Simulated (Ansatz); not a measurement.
Computed with Ansatz on PBE0-D4/def2-TZVP structures; ΔE is electronic, products minus reactants. CBS: MP2 limit from def2 TZ/QZ plus the TZ coupled-cluster correction, frozen cores. This one scheme is used for every species. Functionals use def2-TZVPP. def2 core potentials past Kr. For Sb outer-core shells are correlated without core-valence functions, which leaves a few kJ/mol of doubt a bond. Each species was taken in one conformer, which may not be the lowest.

`[F][Al]([SH])[O][SiH3]` + `C[CH](N)[SbH2]` → `N[CH]([SiH3])[SbH2]` + `C[O][Al]([F])[SH]`  (redistribution)

```
             level  ΔE (eV)
            PBE-D4     1.71
            B2PLYP     1.91
    MP2/def2-QZVPP     1.98
SCS-MP2/def2-QZVPP     1.97
```

Q: What does CCSD(T)/CBS give? (Best estimate.)

A: Ansatz gave: +1.92 eV. The listed levels differ from it by -0.21, -0.01, 0.06, 0.05 eV.

Largest T1 diagnostic among the species: 0.013.

From PBE to PBE0 (25 % exact exchange), in def2-TZVPP and without D4, ΔE moves by +0.08 eV. In def2-TZVPP, CCSD(T) changes the Hartree–Fock value by −0.15 eV (the triples alone add −0.03 eV) and MP2 by −0.09 eV.
